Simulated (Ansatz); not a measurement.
`C#C[Si](C)(F)F` and `C[Si](F)(F)C#N` differ in one atom or group.

Ansatz, PBE0-D4/def2-TZVP geometries, multiplicity 1. 

| property | `C#C[Si](C)(F)F` |
| --- | --- |
| LUMO energy (B3LYP/def2-TZVPP) / eV | -0.65 |
| size of the dipole moment (PBE/def2-TZVPP) / D | 2.33 |
| LUMO energy (PBE/def2-TZVPP) / eV | -1.40 |
| HOMO energy (ωB97M-V/def2-TZVPP) / eV | -11.04 |
| LUMO energy (PBE0/def2-TZVPP) / eV | -0.43 |
| size of the dipole moment (B3LYP/def2-TZVPP) / D | 2.42 |

(1) What does the change do to each property? (An estimate is asked.)

Results:

(1) The calculation gave: 
```
                                        property  `C[Si](F)(F)C#N`  shift
             LUMO energy (B3LYP/def2-TZVPP) / eV             -1.16  -0.51
  size of the dipole moment (PBE/def2-TZVPP) / D              3.58   1.25
               LUMO energy (PBE/def2-TZVPP) / eV             -1.92  -0.52
           HOMO energy (ωB97M-V/def2-TZVPP) / eV            -12.60  -1.56
              LUMO energy (PBE0/def2-TZVPP) / eV             -0.92  -0.49
size of the dipole moment (B3LYP/def2-TZVPP) / D              3.62   1.20
```

With PBE0 the HOMO falls by 1.51 eV and the LUMO falls by 0.49 eV, so the gap widens by about 1.02 eV. PBE moves the HOMO by -1.18 eV and ωB97M-V by -1.56 eV. The zero-point energy changes by -28.3 kJ/mol with -3 modes. Dipoles are sizes alone; their direction can turn.

Positive LUMOs are unbound, so they and the gaps depend on the basis.

B3LYP here is the variant with VWN-RPA as its local correlation; programs differ in this.
